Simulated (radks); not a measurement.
Question: Method: scalar-relativistic Kohn-Sham, LDA (Slater exchange, Perdew-Wang correlation), spin-polarised, spherical densities, point nucleus; open shells are filled with parallel spins first (spin-orbit coupling, left out, can overturn this in heavy ions); computed with a radial shooting solver on a logarithmic mesh with Libxc functionals. Each species is in its NIST ground configuration. Rank Sr3+, Sb3+, Ru3+, Zr3+, Cd3+, I3+, Tc3+, Te3+, Xe3+, Sn3+, Rh3+, Nb3+, Pd3+, Rb3+, In3+, Ag3+, Mo3+ by mean radius of the outermost orbital (bohr), largest first.

Answer: Te3+ 2.22, Sn3+ 2.11, I3+ 2.10, Sb3+ 2.01, Xe3+ 2.00, Zr3+ 1.83, Nb3+ 1.71, Mo3+ 1.60, Rb3+ 1.58, Tc3+ 1.51, Sr3+ 1.49, Ru3+ 1.43, Rh3+ 1.38, Pd3+ 1.31, Ag3+ 1.25, Cd3+ 1.20, In3+ 1.15.
